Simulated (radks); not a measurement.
Ionisation of neutral rhodium, [Kr] 4d8 5s1, to [Kr] 4d8 as the strength of local exchange is varied. Method: Dirac Kohn-Sham, Slater X-alpha exchange (alpha = 2/3 is LDA exchange), no correlation, spin-unpolarised, spherical densities, finite nucleus; open shells fill j = l - 1/2 first; Fermi nuclear charge, rms radius 4.4945 fm; computed with a radial shooting solver on a logarithmic mesh with Libxc functionals.

alpha  E(Rh) (hartree)  exchange (hartree)  IE (eV)  -e of the level emptied (eV)  <r> of it (bohr)
0.571      -4757.52241          -110.74536    6.318                 3.218 (5s1/2)             3.444
0.667      -4776.17891          -129.88283    6.822                 3.668 (5s1/2)             3.348
0.801      -4802.34487          -156.84341    7.555                 4.339 (5s1/2)             3.222
0.823      -4806.65463          -161.29731    7.679                 4.453 (5s1/2)             3.202
0.86       -4813.91167          -168.80543    7.889                 4.649 (5s1/2)             3.170
0.876      -4817.05327          -172.05896    7.981                 4.734 (5s1/2)             3.156
0.991      -4839.69417          -195.56406    8.653                 5.369 (5s1/2)             3.060
0.995      -4840.48360          -196.38542    8.676                 5.391 (5s1/2)             3.056

NIST Atomic Spectra Database: 7.459 eV (measured). The Delta-SCF value meets it near alpha = 0.78. Spin polarisation and multiplet splitting are left out, so open shells lie too high by an amount that depends on their filling.

Beside tabulated values, note that spin-unpolarised runs miss the spin-polarisation part of the exchange energy of open shells.
